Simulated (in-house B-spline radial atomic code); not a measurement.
A run on an ion of nuclear charge 21 with 21.7 electrons that did not converge. Method: scalar-relativistic (X2C) PW91, spin-polarised, spherical fractional occupations, Fermi nucleus of rms radius 3.5459 fm; computed with a B-spline radial code for spherical atoms.

Command:
```bash
python run_scf.py task.json out
```
Settings (nuclear radius in fm, mass in u):
```
Z                21
configuration    [Ar] 3d1.7 4s2
hamiltonian      x2c
method           pw91,pw91
spin_polarised   True
nucleus          fermi
rms_radius       3.5459
atomic_mass      44.95591
speed_of_light   137.035999084
```

First and last ten iterations of the last attempt (damped for 15 steps, keeping 80 % of the old Fock matrix, then DIIS):
```
 iter        energy (Eh)    residual
    1        -761.581749    2.77e-01
    2        -761.909317    2.24e-01
    3        -763.067064    1.43e-01
    4        -763.687910    8.67e-02
    5        -764.000713    5.20e-02
    6        -764.147410    2.84e-02
    7        -764.209847    1.41e-02
    8        -764.232524    8.99e-03
    9        -763.801929    3.87e-02
   10        -764.174031    2.31e-02
  111        -763.640363    9.06e-02
  112        -763.880308    6.78e-02
  113        -763.996014    5.03e-02
  114        -764.158929    2.50e-02
  115        -764.209723    1.36e-02
  116        -764.236186    4.22e-03
  117        -763.797637    3.63e-02
  118        -763.797348    3.63e-02
  119        -763.798625    3.62e-02
  120        -763.796636    3.65e-02
 not converged after 120 iterations
```

The smallest residual met was 1.8e-03; the threshold is about 2e-07. No energy from this run should be used. The likely cause: this method binds the added charge weakly or not at all at the basis-set limit, so charge moves back and forth between the atom and the box. Cost of the run: 2 s on 1 thread of Arm Neoverse V1 (shared host).
